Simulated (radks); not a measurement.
Problem. These are the eigenvalues of the occupied orbitals of an atom or ion with whole-number occupations (hartree). Calculated with a radial shooting solver on a logarithmic mesh with Libxc functionals: Dirac Kohn-Sham, PBE, spin-unpolarised, spherical densities, finite nucleus; Fermi nuclear charge, rms radius of each element as measured or else 0.836 A^(1/3) + 0.57 fm.

1s1/2: -129.6502
2s1/2: -13.21175
2p1/2: -10.58940
2p3/2: -10.48311
3s1/2: -1.52321
3p1/2: -0.92098
3p3/2: -0.91111

Which element is it, and in what charge state? The configuration may be excited. Open shells, if any, are shared by 2j + 1.

Solution. Z = 19, potassium, charge +1: K+ in [Ar]. The list shows which subshells hold electrons but not how many an open one holds; the 1s level, -129.65 hartree, gives Z - s = 16.1 by -(Z - s)^2/2, which with screening and relativity narrows Z to a few neighbours, and the depths of the outer levels then fix element, charge and occupations together.
